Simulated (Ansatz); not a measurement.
One geometry of GaMe2(acac) (C7H13GaO2), several levels of theory.

```yaml
crystal:
  periodic: [false, false, false]
  atoms:
    - {symbol: Ga, position_ang: [1.315687, -0.013043, 0.911789]}
    - {symbol: C, position_ang: [0.924151, -0.027505, 2.832833]}
    - {symbol: H, position_ang: [-0.162180, 0.045227, 3.000106]}
    - {symbol: H, position_ang: [1.406204, 0.814919, 3.354105]}
    - {symbol: H, position_ang: [1.278542, -0.958049, 3.304849]}
    - {symbol: C, position_ang: [3.013203, -0.010920, -0.068143]}
    - {symbol: H, position_ang: [2.828265, -0.096754, -1.150579]}
    - {symbol: H, position_ang: [3.661179, -0.848886, 0.234608]}
    - {symbol: H, position_ang: [3.571813, 0.922582, 0.107614]}
    - {symbol: O, position_ang: [0.217545, 1.410644, 0.123215]}
    - {symbol: C, position_ang: [-0.829016, 1.255964, -0.592074]}
    - {symbol: C, position_ang: [-1.484015, 2.529422, -1.046680]}
    - {symbol: C, position_ang: [-1.380284, 0.013333, -0.961745]}
    - {symbol: C, position_ang: [-0.848805, -1.239997, -0.598897]}
    - {symbol: C, position_ang: [-1.523577, -2.500254, -1.061445]}
    - {symbol: O, position_ang: [0.196612, -1.415251, 0.113159]}
    - {symbol: H, position_ang: [-2.381246, 2.356823, -1.654255]}
    - {symbol: H, position_ang: [-1.745989, 3.132785, -0.162974]}
    - {symbol: H, position_ang: [-0.754911, 3.120045, -1.623985]}
    - {symbol: H, position_ang: [-2.280809, 0.022152, -1.577395]}
    - {symbol: H, position_ang: [-2.396520, -2.310112, -1.698462]}
    - {symbol: H, position_ang: [-1.832299, -3.083826, -0.179220]}
    - {symbol: H, position_ang: [-0.793532, -3.119270, -1.606417]}
basis:
  gaussian: {orbitals: def2-TZVP, fitting: {mean_field: def2-universal-jkfit}, initial_orbitals: start.molden}
hamiltonian: {xc: {name: wB97X-V}}
scf: {omitted_lower_state_checks: [starts]}
output: {orbitals: {seedname: orbitals}}
```

The file start.molden holds the orbitals of an earlier run on this structure, at another level or in another basis.

```sh
$ ansatz run in.yaml --threads 2 --pin off --events-out ev --progress --plain --max-ram 22528MiB --backend cuda --devices 0, --max-vram 18GiB
```

Shortened log:

```
Functional definition: wB97X-V
1179 factors; integrals over basis functions are off by at most 8.7e-1 eV
1179 factors; integrals over basis functions are off by at most 3.4e-7 eV
mean field evaluation 1: about -63941.6564 eV, gradient 1.3e1 eV
mean field evaluation 2: about -63941.7616 eV, gradient 1.8e-1 eV
mean field evaluation 4: about -63941.7834 eV, gradient 2.9e-4 eV
mean field -63941.78335124 eV, -2349.8171968607 hartree, gradient 2.6e-5 eV, S^2 0.000000; 0 other end points of the search recorded, 0 dependent functions left out
reference -63941.78334817 eV, -2349.8171967478 hartree; 51, 51 occupied and 354, 354 virtual orbitals, 1179 factors
Total energy: -63941.78334817 eV, -2349.8171967478 hartree
Checks for a lower state left out: starts
```

It took 5.5 s on 2 threads of AMD EPYC 7R13 on a shared host and a share (18 GiB) of an NVIDIA H100 80GB HBM3, peak host memory 0.96 GiB.

As the first input, with `hamiltonian: {xc: pbe, dispersion: d4}` (abridged; 3.1 s):

```
Functional definition: PBE
mean field -63927.48617654 eV, -2349.2917853816 hartree, gradient 1.4e-5 eV, S^2 0.000000
Total energy: -63928.10681630 eV, -2349.3145934721 hartree
Checks for a lower state left out: starts
```

As the first input, with `hamiltonian: {xc: {name: r2SCAN0}, dispersion: d4}` (abridged; 2.7 s):

```
Functional definition: r2SCAN0
mean field -63941.15652779 eV, -2349.7941615237 hartree, gradient 1.3e-5 eV, S^2 0.000000
Total energy: -63941.35868826 eV, -2349.8015907840 hartree
Checks for a lower state left out: starts
```

First input, but with `hamiltonian: {xc: hse06, dispersion: d4}` (abridged; 3.6 s):

```
Functional definition: HSE06
mean field -63928.88853016 eV, -2349.3433209263 hartree, gradient 1.7e-5 eV, S^2 0.000000
Total energy: -63929.38936421 eV, -2349.3617262381 hartree
Checks for a lower state left out: starts
```

As the first input, with `gaussian: {orbitals: def2-SVP, initial_orbitals: start.molden}`, `hamiltonian: {xc: pbe, dispersion: d4}` (abridged; 3 s):

```
Functional definition: PBE
mean field -63907.88950126 eV, -2348.5716208480 hartree, gradient 1.2e-5 eV, S^2 0.000000
Total energy: -63908.51013056 eV, -2348.5944285541 hartree
Checks for a lower state left out: starts
```

The first input with `hamiltonian: {xc: r2scan, dispersion: d4}`, `output: {forces: true, orbitals: {seedname: orbitals}}` (abridged; 4.5 s):

```
Functional definition: r2SCAN
mean field -63943.32128679 eV, -2349.8737149495 hartree, gradient 2.1e-5 eV, S^2 0.000000
Total energy: -63943.49537096 eV, -2349.8801124250 hartree
Atom 0 force    -0.170492    -0.000816    -0.116821 eV/Å
Atom 1 force    -0.055734    -0.003567     0.322432 eV/Å
Atom 2 force     0.289894    -0.020277    -0.039363 eV/Å
Atom 3 force    -0.132343    -0.227561    -0.142190 eV/Å
Atom 4 force    -0.096211     0.252550    -0.126434 eV/Å
Atom 5 force     0.286571     0.002292    -0.158000 eV/Å
Atom 6 force     0.054519     0.024231     0.287688 eV/Å
Atom 7 force    -0.178139     0.226867    -0.083624 eV/Å
Atom 8 force    -0.150104    -0.253839    -0.047893 eV/Å
Atom 9 force    -0.074100     0.020983    -0.056432 eV/Å
Atom 10 force    -0.049177    -0.240985    -0.006763 eV/Å
Atom 11 force    -0.047570     0.196423    -0.043673 eV/Å
Atom 12 force    -0.013478    -0.000803    -0.009712 eV/Å
Atom 13 force    -0.019532     0.242508    -0.048251 eV/Å
Atom 14 force    -0.062325    -0.195090    -0.027066 eV/Å
Atom 15 force    -0.079990    -0.017949    -0.042924 eV/Å
Atom 16 force     0.240772     0.025738     0.162550 eV/Å
Atom 17 force     0.055143    -0.164744    -0.221222 eV/Å
Atom 18 force    -0.187506    -0.157657     0.133800 eV/Å
Atom 19 force     0.275472    -0.002668     0.188511 eV/Å
Atom 20 force     0.234114    -0.030413     0.171361 eV/Å
Atom 21 force     0.066886     0.155173    -0.221786 eV/Å
Atom 22 force    -0.186670     0.169602     0.125810 eV/Å
Dipole moment:    -0.501212     0.005027    -0.344446 e Å
Checks for a lower state left out: starts
```

First input, but with `gaussian: {orbitals: def2-TZVP, initial_orbitals: start.molden}`, `correlation: {method: ccsd_t}` and without the key `hamiltonian` (abridged; 30 s):

```
Functional definition: HF
mean field -63834.18252878 eV, -2345.8629395697 hartree, gradient 3.2e-6 eV, S^2 0.000000
18 core orbitals not correlated: weight in the atoms' cores, before any rotation towards them, 1.000 or more for the frozen orbitals, at most 0.000 for the correlated occupied ones
second order -49.87665887 eV of doubles, -0.00000000 eV of singles
cycle   1  -49.82058351 eV  change    5.6e-2 eV  update   1.8e-1
cycle   2  -51.20031180 eV  change    -1.4e0 eV  update   5.7e-2
cycle   3  -51.51957909 eV  change   -3.2e-1 eV  update   3.2e-2
cycle   4  -51.50773225 eV  change    1.2e-2 eV  update   9.7e-3
cycle   5  -51.49780232 eV  change    9.9e-3 eV  update   5.3e-3
cycle   6  -51.50005563 eV  change   -2.3e-3 eV  update   1.8e-3
cycle   7  -51.49956017 eV  change    5.0e-4 eV  update   7.7e-4
cycle   8  -51.49929588 eV  change    2.6e-4 eV  update   2.4e-4
cycle   9  -51.49950293 eV  change   -2.1e-4 eV  update   8.5e-5
cycle  10  -51.49952295 eV  change   -2.0e-5 eV  update   2.5e-5
perturbative correction -2.27916224 eV, -0.0837576673 hartree
Total energy: -63887.96121397 eV, -2347.8392697978 hartree
Checks for a lower state left out: starts
```

Geometry: r2SCAN-D4/def2-SVP.

HSE06 is defined as in plane-wave codes, on full-range PBE exchange. Correlated methods freeze 18 core orbitals; core or outer-core shells of Ga are correlated, in sets that lack core-valence functions. Single mean-field runs in def2-TZVP are fitted with def2-universal-jkfit.
